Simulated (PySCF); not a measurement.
C2H7BFN, singlet, geometry from GFN2-xTB; BHANDHLYP/6-31G, TDA in PySCF.

PySCF was given this input:
```python
from pyscf import gto, scf, dft, tdscf

mol = gto.M(
    atom='''
B     0.35289219   -0.92109293    0.53448699
H     0.28675516   -1.33363356    1.62801690
F     0.99046068   -1.66452632   -0.37802504
N    -0.19216122    0.28829975    0.14400111
C    -0.11210802    0.80124372   -1.20736395
C    -0.90147280    1.17619112    1.03516186
H    -1.11524947    0.94686308   -1.61902885
H     0.40915287    1.76307505   -1.21891173
H     0.42922823    0.09647472   -1.83211443
H    -0.40242326    2.14899775    1.08178065
H    -1.92525051    1.33362914    0.68207695
H    -0.93420668    0.74808810    2.03317569
''',
    basis='6-31g',
    verbose=4,
)

mf = dft.RKS(mol)
mf.xc = 'bhandhlyp'
mf.kernel()
td = mf.TDA()
td.nstates = 5
td.kernel()
td.analyze()
```

It wrote (shortened):

```
PySCF version 2.14.0

[INPUT] verbose = 4
[INPUT] num. atoms = 12
[INPUT] num. electrons = 40
[INPUT] charge = 0
[INPUT] spin (= nelec alpha-beta = 2S) = 0
[INPUT] symmetry False subgroup None
[INPUT] Mole.unit = angstrom
[INPUT] Symbol           X                Y                Z      unit          X                Y                Z       unit  Magmom
[INPUT]  1 B      0.352892190000  -0.921092930000   0.534486990000 AA    0.666869590598  -1.740613372973   1.010034028243 Bohr   0.0
[INPUT]  2 H      0.286755160000  -1.333633560000   1.628016900000 AA    0.541888717206  -2.520202178929   3.076506067163 Bohr   0.0
[INPUT]  3 F      0.990460680000  -1.664526320000  -0.378025040000 AA    1.871699422350  -3.145498871930  -0.714363793828 Bohr   0.0
[INPUT]  4 N     -0.192161220000   0.288299750000   0.144001110000 AA   -0.363132077562   0.544807569281   0.272122659533 Bohr   0.0
[INPUT]  5 C     -0.112108020000   0.801243720000  -1.207363950000 AA   -0.211853454167   1.514131189828  -2.281587198173 Bohr   0.0
[INPUT]  6 C     -0.901472800000   1.176191120000   1.035161860000 AA   -1.703536700745   2.222679086945   1.956172409995 Bohr   0.0
[INPUT]  7 H     -1.115249470000   0.946863080000  -1.619028850000 AA   -2.107516058866   1.789311898662  -3.059521114270 Bohr   0.0
[INPUT]  8 H      0.409152870000   1.763075050000  -1.218911730000 AA    0.773186867380   3.331728981554  -2.303409339720 Bohr   0.0
[INPUT]  9 H      0.429228230000   0.096474720000  -1.832114430000 AA    0.811123799632   0.182310798744  -3.462194501564 Bohr   0.0
[INPUT] 10 H     -0.402423260000   2.148997750000   1.081780650000 AA   -0.760469747555   4.061017189807   2.044269155354 Bohr   0.0
[INPUT] 11 H     -1.925250510000   1.333629140000   0.682076950000 AA   -3.638196185079   2.520193826339   1.288938631379 Bohr   0.0
[INPUT] 12 H     -0.934206680000   0.748088100000   2.033175690000 AA   -1.765394768939   1.413681626046   3.842145217224 Bohr   0.0

nuclear repulsion = 175.156364251653
number of shells = 39
number of NR pGTOs = 138
number of NR cGTOs = 59
basis = 6-31g
ecp = {}

******** <class 'pyscf.dft.rks.RKS'> ********
method = RKS
initial guess = minao
damping factor = 0
level_shift factor = 0
DIIS = <class 'pyscf.scf.diis.CDIIS'>
diis_start_cycle = 1
diis_space = 8
diis_damp = 0
SCF conv_tol = 1e-09
SCF conv_tol_grad = None
SCF max_cycles = 50
direct_scf = True
direct_scf_tol = 1e-13
XC library pyscf.dft.libxc version 7.1.2
    S. Lehtola, C. Steigemann, M. J. T. Oliveira, and M. A. L. Marques,  SoftwareX 7, 1–5 (2018)
XC functionals = bhandhlyp
    A. D. Becke,  J. Chem. Phys. 98, 1372 (1993)
    Defined through Gaussian implementation.
radial grids:
    Treutler-Ahlrichs [JCP 102, 346 (1995); DOI:10.1063/1.469408] (M4) radial grids

becke partition: Becke, JCP 88, 2547 (1988); DOI:10.1063/1.454033
pruning grids: <function nwchem_prune>
grids dens level: 3
symmetrized grids: False
atomic radii adjust function: <function treutler_atomic_radii_adjust>
small_rho_cutoff = 0
Set gradient conv threshold to 3.16228e-05
Initial guess from minao.
tot grids = 139104
init E= -260.303247976897
  HOMO = -0.282481403936641  LUMO = 0.0193464046790184  gap/eV = 8.21315
cycle= 1 E= -259.706745076222  delta_E= 0.597  |g|= 0.474  |ddm|= 2.95
  HOMO = -0.288681050198868  LUMO = 0.10446077228755  gap/eV = 10.69793
cycle= 2 E= -259.710237598142  delta_E= -0.00349  |g|= 0.513  |ddm|= 0.751
  HOMO = -0.306590149992427  LUMO = 0.0955247400037229  gap/eV = 10.94210
cycle= 3 E= -259.751097348561  delta_E= -0.0409  |g|= 0.0262  |ddm|= 0.378
  HOMO = -0.312975728447414  LUMO = 0.0927915258440501  gap/eV = 11.04149
cycle= 4 E= -259.751193057694  delta_E= -9.57e-05  |g|= 0.0212  |ddm|= 0.0449
  HOMO = -0.309177085465647  LUMO = 0.0939813900956867  gap/eV = 10.97050
cycle= 5 E= -259.751293303411  delta_E= -0.0001  |g|= 0.0019  |ddm|= 0.0183
  HOMO = -0.309206951160254  LUMO = 0.0942269990901088  gap/eV = 10.97800
cycle= 6 E= -259.751294152683  delta_E= -8.49e-07  |g|= 0.000645  |ddm|= 0.00246
  HOMO = -0.309250551672631  LUMO = 0.0941845662828595  gap/eV = 10.97803
cycle= 7 E= -259.751294261553  delta_E= -1.09e-07  |g|= 0.000127  |ddm|= 0.000694
  HOMO = -0.30925647750768  LUMO = 0.0941635940264547  gap/eV = 10.97762
cycle= 8 E= -259.751294266397  delta_E= -4.84e-09  |g|= 2.29e-05  |ddm|= 0.000202
  HOMO = -0.309251989181432  LUMO = 0.0941720692378265  gap/eV = 10.97773
cycle= 9 E= -259.751294266623  delta_E= -2.26e-10  |g|= 3.94e-06  |ddm|= 4.79e-05
  HOMO = -0.30925260024406  LUMO = 0.0941707374611478  gap/eV = 10.97771
Extra cycle  E= -259.751294266627  delta_E= -4.32e-12  |g|= 1.55e-06  |ddm|= 6.84e-06
converged SCF energy = -259.751294266627

******** <class 'pyscf.tdscf.rks.TDA'> for <class 'pyscf.dft.rks.RKS'> ********
nstates = 5 singlet
deg_eia_thresh = 1.000e-03
wfnsym = None
conv_tol = 1e-05
eigh lindep = 1e-12
eigh level_shift = 0
eigh max_cycle = 100

Excitation energies (eV)
[ 8.60172372  9.12299469  9.50718819 10.13398323 10.48349728]

** Singlet excitation energies and oscillator strengths **
Excited State   1:      8.60172 eV    144.14 nm  f=0.4365
      20 -> 21        0.69171
Excited State   2:      9.12299 eV    135.90 nm  f=0.0607
      20 -> 22       -0.69537
Excited State   3:      9.50719 eV    130.41 nm  f=0.0129
      19 -> 21        0.69397
Excited State   4:     10.13398 eV    122.34 nm  f=0.0000
      20 -> 23        0.62489
      20 -> 24        0.21886
      20 -> 26       -0.10971
      20 -> 29       -0.16855
Excited State   5:     10.48350 eV    118.27 nm  f=0.0060
      20 -> 23        0.25292
      20 -> 24       -0.64935

** Transition electric dipole moments (AU) **
state          X           Y           Z        Dip. S.      Osc.
  1         0.5711     -1.2605      0.3955      2.0714      0.4365
  2        -0.4474     -0.2396     -0.1174      0.2714      0.0607
  3         0.2022      0.1082      0.0531      0.0554      0.0129
  4         0.0047      0.0025      0.0012      0.0000      0.0000
  5        -0.1312     -0.0703     -0.0345      0.0233      0.0060

** Transition velocity dipole moments (imaginary part, AU) **
state          X           Y           Z        Dip. S.      Osc.
  1         0.0896     -0.2082      0.0835      0.0584      0.1231
  2        -0.1020     -0.0546     -0.0268      0.0141      0.0280
  3         0.0458      0.0245      0.0120      0.0028      0.0054
  4        -0.0304     -0.0163     -0.0080      0.0013      0.0022
  5        -0.0245     -0.0131     -0.0064      0.0008      0.0014

** Transition magnetic dipole moments (imaginary part, AU) **
state          X           Y           Z
  1        -0.0603     -0.0322     -0.0158
  2         0.2263     -0.0392     -0.7823
  3         0.7030     -0.8737     -0.8959
  4         0.2160     -0.5720      0.3438
  5         0.1982     -0.1706     -0.4073
```
